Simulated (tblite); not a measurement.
Compound: C4H8FO2 (doublet state).
Structure used (GFN2-xTB), in Å, numbered top down from 1:
```
atom  x, y, z in Å
C1     2.8721   -0.2345    0.3981
O2     2.0129    0.8042    0.1789
C3     0.8238    0.4912   -0.4220
F4     0.3604    1.6700   -0.9529
O5    -0.0499   -0.0153    0.4882
C6    -1.2045   -0.6722   -0.0281
C7    -2.2655    0.2856   -0.5530
H8     3.7913    0.0653    0.8544
H9     2.7685   -1.1376   -0.1740
H10    0.9579   -0.1934   -1.2933
H11   -0.8975   -1.3759   -0.8151
H12   -1.5873   -1.2360    0.8249
H13   -2.5096    1.0181    0.2113
H14   -3.1609   -0.2744   -0.8085
H15   -1.9160    0.8130   -1.4364
```

Calculated harmonic vibrations of the isolated species, GFN2-xTB (tblite), most abundant isotopes, no scaling. Errors from tens to a few hundred cm⁻¹ against measured bands are possible. One conformer, not necessarily the lowest. Open shells enter through the occupations alone, without spin polarisation, and single modes of such species can be off by tens of per cent.

Harmonic wavenumbers (cm⁻¹): 33.1, 42.2, 104.9, 198.5, 228.1, 270.9, 318.8, 364.5, 382.7, 462.9, 550.9, 589.5, 825.9, 926.9, 972.1, 1005.0, 1050.7, 1090.6, 1113.8, 1137.7, 1169.0, 1259.1, 1261.1, 1299.3, 1323.3, 1335.0, 1355.8, 1404.6, 1453.3, 1479.9, 1491.7, 2729.4, 2878.1, 2978.2, 3048.8, 3054.9, 3059.4, 3107.5, 3202.3.

A = 5508, B = 1663, C = 1358 MHz; mass 107.051 u (most abundant isotopes); point group C1, symmetry number 1; spin multiplicity 2.

Problem. What is the zero-point energy?

Solution. Half the sum of the wavenumbers: 25280 cm⁻¹ = 302.42 kJ/mol.

Problem. Give the ideal-gas entropy at 298.15 K and 1 bar in the rigid-rotor, harmonic-oscillator model (classical rotation).

Solution. Translation 167.14, rotation 115.68, vibration 108.88, spin (R ln 2) 5.76: S = 397.5 J/(mol K).

Problem. And Cp and H(298.15 K) − H(0)?

Solution. Cp = 133.38 J/(mol K), of which vibrations give 100.12 (their classical limit is 39 R = 324.3); H(298.15 K) − H(0) = 25.86 kJ/mol without the zero-point energy, 15.94 from vibrations.

Problem. Which modes carry the vibrational entropy at 298.15 K?

Solution. 33.1 cm⁻¹: 23.57; 42.2 cm⁻¹: 21.56; 104.9 cm⁻¹: 14.06; 198.5 cm⁻¹: 8.98; 228.1 cm⁻¹: 7.92; 270.9 cm⁻¹: 6.65 J/(mol K); the other 33 give 26.12 together.

Problem. What must be added to the electronic energy to get the Gibbs energy at 298.15 K and 1 bar?

Solution. ZPE + [H(298.15 K) − H(0)] − T·S = 302.42 + 25.86 − 118.51 = 209.77 kJ/mol.

Problem. Blend soft modes into free rotors: weight 1/[1 + (100 cm⁻¹/ν̃)⁴] for the oscillator and the rest for a rotor with moment μB/(μ + B), μ = h/(8π²ν), B = 10⁻⁴⁴ kg m². What vibrational entropy results?

Solution. 95.13 J/(mol K) in place of 108.88, which changes −T·S at 298.15 K by +4.10 kJ/mol.

Problem. How do the functions run with temperature in this model?

Solution. 
| T (K) | S (J/(mol K)) | Cp (J/(mol K)) | H − H(0) (kJ/mol) | G − H(0) (kJ/mol) | ln q(vib) |
| --- | --- | --- | --- | --- | --- |
| 100 | 290.3 | 71.9 | 5.35 | -23.68 | 2.15 |
| 200 | 350.5 | 104.1 | 14.21 | -55.89 | 4.50 |
| 300 | 398.3 | 133.9 | 26.10 | -93.39 | 6.71 |
| 500 | 480.5 | 190.6 | 58.77 | -181.48 | 10.88 |
| 800 | 583.4 | 246.8 | 125.14 | -341.62 | 16.70 |
| 1000 | 641.3 | 271.2 | 177.07 | -464.21 | 20.28 |

q(vib) and H(0) count from the zero-point level.

Hindered rotation and anharmonicity are outside this model. Other conformers, if any are populated, would add a mixing term that is left out. The structure is chiral; the term R ln 2 for an equal mix with its mirror image is left out.
